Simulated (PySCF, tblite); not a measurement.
A database entry of computed molecular properties. Lists by class give the value and the number of equivalent atoms.

```json
{
 "formula": "CH7NO2Si2",
 "smiles": "N[Si@@H]1OC[SiH2]O1",
 "charge": 0,
 "multiplicity": 1,
 "geometry_level": "GFN2-xTB",
 "atoms_angstrom": [
  ["N", 2.23, -0.392, -0.694],
  ["Si", 0.878, -0.672, 0.327],
  ["O", -0.413, -1.086, -0.565],
  ["C", -1.552, -0.242, -0.501],
  ["Si", -1.079, 1.278, 0.579],
  ["O", 0.414, 0.778, 0.962],
  ["H", 2.484, -1.129, -1.33],
  ["H", 3.055, -0.005, -0.266],
  ["H", 1.023, -1.568, 1.467],
  ["H", -2.376, -0.828, -0.082],
  ["H", -1.827, 0.016, -1.527],
  ["H", -1.859, 1.345, 1.808],
  ["H", -0.982, 2.507, -0.198]
 ],
 "electronic_structure_code": "PySCF",
 "results": {
  "GFN2-xTB geometry": {
   "point_group": "C1",
   "rotational_constants_GHz": [4.352, 2.035, 1.602]
  },
  "CAM-B3LYP/def2-SVPD ground state and vertical TDDFT (core frozen in the response)": {
   "dipole_D": 0.34,
   "homo_eV": -9.21,
   "lumo_eV": 0.87,
   "S1_eV": 6.9,
   "strongest_line_of_8_singlets_eV": 7.05,
   "T1_tda_eV": 6.5,
   "polarisability_au": 70.4,
   "r2_bohr2_about_centre_of_nuclear_charge": 809.6,
   "singlets_eV_and_f": [
    [6.9, 0.024],
    [7.05, 0.037],
    [7.33, 0.004],
    [7.66, 0.0],
    [7.67, 0.004],
    [7.77, 0.025],
    [7.98, 0.005],
    [8.14, 0.014]
   ],
   "triplets_tda_eV": [6.5, 6.6, 7.0]
  },
  "PBE0/pcSseg-1 ground state and GIAO shieldings, non-relativistic": {
   "shift_vs_computed_TMS_C_by_class_ppm": [
    [54.6, 1]
   ],
   "shift_vs_computed_TMS_H_by_class_ppm": [
    [5.13, 1],
    [5.07, 1],
    [4.94, 1],
    [4.19, 1],
    [4.07, 1],
    [0.86, 2]
   ],
   "shielding_other_nuclei_by_class_ppm": [
    ["N", 234.6, 1],
    ["O", 272.3, 1],
    ["O", 308.8, 1],
    ["Si", 369.4, 1],
    ["Si", 371.1, 1]
   ],
   "charges_hirshfeld_e_by_atom": [-0.32, 0.48, -0.24, -0.09, 0.41, -0.32, 0.12, 0.12, -0.09, 0.04, 0.04, -0.08, -0.08]
  },
  "GFN2-xTB harmonic vibrations, gas phase": {
   "strongest_ir_bands_cm-1_km_per_mol_modes": [
    [747.5, 233.2, 1],
    [859.6, 418.1, 1],
    [947.4, 326.0, 1],
    [1083.5, 286.2, 1],
    [2297.4, 314.3, 1],
    [2313.8, 503.5, 1]
   ],
   "zpe_kcal_per_mol": 54.5
  }
 }
}
```

The dipole equals about 1.1 × 10⁻³⁰ C·m (1 D = 3.33564 × 10⁻³⁰ C·m). The zero-point energy, half the sum of the 33 harmonic wavenumbers, equals 19040 cm⁻¹ or 228 kJ/mol. The rotational constants make it an asymmetric top with κ = (2B − A − C)/(A − C) = -0.68, nearer the prolate limit (−1). The principal polarisabilities are 65.9, 67.1 and 78.3 au; their mean is the isotropic value.

For the NMR shielding job (PBE0/pcSseg-1), hardware: an Arm Neoverse N1 with one thread, on a shared host. Cost: 31 s, 0.71 GiB resident at most.

One conformer stands for the species.
